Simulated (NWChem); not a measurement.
System: C$_{3}$H$_{4}$BF$_{2}$N; SMILES NB(F)C=C=CF

```xyz
11

N      1.4241     1.4062     0.0860
B      0.0443     1.5469    -0.0412
F     -0.4791     2.7751    -0.1722
C     -0.9459     0.3236    -0.0372
C     -0.5667    -0.9126     0.1892
C     -0.1553    -2.1248     0.4712
F      0.2606    -2.9951    -0.4559
H      2.0537     2.1974     0.0853
H      1.8712     0.5040     0.1740
H     -2.0122     0.5135    -0.2296
H     -0.1295    -2.5300     1.4880
```
Atoms are numbered in this order, from 1.

Results from NWChem. Structure relaxed at the PBE0/def2-SVP level. Hybrids' shares of exact exchange are those that their runs print; pure functionals count as 0. The functionals differ in more than this share.

```
row                                   share of exact exchange  highest occupied level (eV)
------------------------------------  -----------------------  ---------------------------
PBE/def2-SVP                                             0.00                        -5.87
LDA (Slater exchange, VWN5)/def2-SVP                     0.00                        -6.03
TPSSh/def2-SVP                                           0.10                        -6.49
B3LYP/def2-SVP                                           0.20                        -6.98
PBE0/def2-SVP                                            0.25                     withheld
```

Question: Fit a straight line of the last column on the one before it, predict the withheld value, and compare with the run.

Answer: 
1. Means of the 4 shown rows: x = 0.075, y = -6.343. Slope Σ(x − x̄)(y − ȳ)/Σ(x − x̄)² = -0.1423/0.02750 = -5.173; intercept -5.955.
2. The shown rows scatter about the line by 0.058 (root mean square); the largest residual is +0.08, at PBE/def2-SVP.
3. At x = 0.25 (PBE0/def2-SVP; beyond the shown range) the line gives -7.25.
4. The run gives -7.26, -0.01 from the line, 0.2 times the scatter.
